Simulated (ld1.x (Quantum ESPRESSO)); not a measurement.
## Before and after: TM potential for vanadium

- Element: V (Z = 23)
- Generator: ld1.x (Quantum ESPRESSO) 7.5
- Type: norm-conserving Troullier–Martins (Kleinman–Bylander form)
- Functional: PBE
- Relativity: scalar-relativistic
- Frozen core: [Ne]
- Valence charge: 13
- Reference configuration: 3s2 3p6 3d4 4s1 4p0
- Partial waves: 3p (bound): rc 1.45 bohr; 3d (bound): rc 1.65 bohr; 3s (bound): rc 1.00 bohr
- Local potential: the s channel
- Core correction: none

Occupied shells without a wave of their own: 4s. They enter only through the test configuration that unscreens the potential.

All-electron outer shells of the reference configuration (PBE, scalar-relativistic, ld1.x):

| shell | level (eV) | outermost node (bohr) | outermost maximum (bohr) |
| --- | --- | --- | --- |
| 2s | -598.50 | 0.09 | 0.26 |
| 2p | -499.08 | – | 0.21 |
| 3s | -66.58 | 0.38 | 0.82 |
| 3p | -40.53 | 0.35 | 0.85 |
| 4s | -3.87 | 1.18 | 2.90 |
| 3d | -2.43 | – | 0.92 |
| 4p | -1.05 | 1.32 | 4.06 |

Change: all radii scaled by about 1.28 (s 1.28, p 1.86, d 2.12 bohr).

Cutoffs: the cutoffs (Ry, on a coarse ladder) from which the occupation-weighted sum of valence levels, in a spherical-Bessel basis at the reference potential, stays within 10 and 1 mRy of its value at 400 Ry; they do not see the model core or the augmentation charge, which bear on the density cutoff. Errors are all-electron minus pseudo energies relative to the spin-unpolarised reference configuration.

Q: What does the change do?

A: The potential gets softer (140 Ry and 230 Ry → 80 Ry and 110 Ry); of the 7 tests that both files solve, the error grows in 7 and shrinks in 0 by more than 15 % and 0.3 meV (median size 59.5 → 275.6 meV); neither file shows a bound ghost. A larger radius leaves more room for a smooth pseudo-wave, so fewer plane waves are needed. More of the atom is replaced by a form fitted at one configuration, so other configurations suffer.

```tsv
quantity	base	changed
cutoff, loose	140 Ry	80 Ry
cutoff, tight	230 Ry	110 Ry
loose cutoff by channel (10 mRy a level)	p 40 Ry, d 70 Ry, s 120 Ry	p 35 Ry, d 50 Ry, s 50 Ry
bound ghosts	none	none
largest miss of a reference level, eV	0.04	0.19
error for 3s2 3p6 3d3 4s2 4p0, meV [ΔE -0.59 eV]	+60	+276
error for 3s2 3p6 3d3 4s1 4p0, meV [ΔE 7.15 eV]	+3.9	+16
error for 3s2 3p6 3d3 4s0 4p0, meV [ΔE 21.44 eV]	-90	-426
error for 3s2 3p6 3d2 4s0 4p0, meV [ΔE 50.34 eV]	-88	-469
error for 3s2 3p6 3d3.5 4s1.5 4p0, meV [ΔE -0.53 eV]	+24	+111
error for 3s2 3p6 3d2 4s2 4p1, meV [ΔE 5.19 eV]	+168	+649
error for 3s2 3p6 3d3 4s1 4p1, meV [ΔE 2.76 eV]	+19	+51
```

Changed file: The 4s level has no wave, so the channel is fitted at the deeper level alone: the likely source of the large errors.
